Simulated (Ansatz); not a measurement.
Reaction (redistribution): `[SiH3][O][Zn][Cl]` + `CN[SiH](F)Br` → `F[SiH](Br)N[SiH3]` + `C[O][Zn][Cl]`

Gas-phase electronic energies from Ansatz, PBE0-D4/def2-TZVP geometries. CCSD(T)/CBS is the MP2 limit (def2-TZVPP, def2-QZVPP) plus CCSD(T) − MP2 in def2-TZVPP, frozen cores. For Br, Zn outer-core shells are correlated without core-valence functions, which leaves a few kJ/mol of doubt a bond. Scalar relativity is left out up to krypton. One conformer a species, not always the lowest.

```tsv
species	SCS-MP2/def2-QZVPP energy (Eh)
`[SiH3][O][Zn][Cl]`	-2604.17802
`CN[SiH](F)Br`	-3057.67907
`F[SiH](Br)N[SiH3]`	-3308.73575
`C[O][Zn][Cl]`	-2353.08873
```

(1) Work out ΔE.

Largest T1 diagnostic among the species: 0.015.

Answers

(1) ΔE = (-3308.73575) + (-2353.08873) − (-2604.17802) − (-3057.67907) = 0.03261 Eh = +85.6 kJ/mol. CCSD(T)/CBS gives +82.5 kJ/mol.

In def2-TZVPP, CCSD(T) changes the Hartree–Fock value by −7.7 kJ/mol (the triples alone add −1.9 kJ/mol) and MP2 by −4.4 kJ/mol. From PBE to PBE0 (25 % exact exchange), in def2-TZVPP and without D4, ΔE moves by +6.5 kJ/mol.
